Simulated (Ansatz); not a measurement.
Ideal-gas functions of `C[NH][GaH2]` at 600 K and 1 bar, from an Ansatz frequency run at PBE0-D4/def2-TZVP.

Molar mass 101.79 g/mol, point group Cs (symmetry number 1), electronic degeneracy 1, moments of inertia 14.368, 135.275, 146.484 u Å². Harmonic wavenumbers (cm⁻¹, unscaled): 156, 230, 275, 498, 535, 607, 648, 727, 1091, 1138, 1155, 1400, 1455, 1483, 1512, 1994, 2000, 3003, 3046, 3106, 3619.

Use S(trans) = R[1.5 ln M + 2.5 ln T − 1.1517]; rotational temperatures θ = 24.2544 K / I; S(rot) = R[ln(√π/σ · √(T³/θAθBθC)) + 1.5]; for each mode x = 1.438777 ν̃/T, S = R[x/(eˣ − 1) − ln(1 − e⁻ˣ)] and H = RT x/(eˣ − 1); 1 cm⁻¹ = 0.0119627 kJ/mol; R = 8.31446 J/(mol·K).

Problem. By hand: the entropy, in J/(mol·K).

Solution. Translation 181.0. Rotation: θ = 1.6881, 0.1793, 0.1656 K, giving 109.5. Vibration, mode by mode: 16.54, 13.37, 11.93, 7.32, 6.79, 5.89, 5.44, 4.67, 2.35, 2.15, 2.08, 1.30, 1.17, 1.11, 1.05, 0.41, 0.40, 0.05, 0.05, 0.04, 0.01, in all 84.1. Electronic 0.0. Sum 374.6 J/(mol·K).

Problem. By hand: H − E and G − E in kJ/mol, counted from the electronic energy.

Solution. Zero-point energy ½ × 29678 × 0.0119627 = 177.5; thermal vibration 28.1; translation, rotation and pV give 4 RT = 20.0. H − E = 225.6 kJ/mol, and G − E = 225.6 − 600 × 374.6/1000 = 0.8 kJ/mol.

Vibration gives 22 % of the entropy.
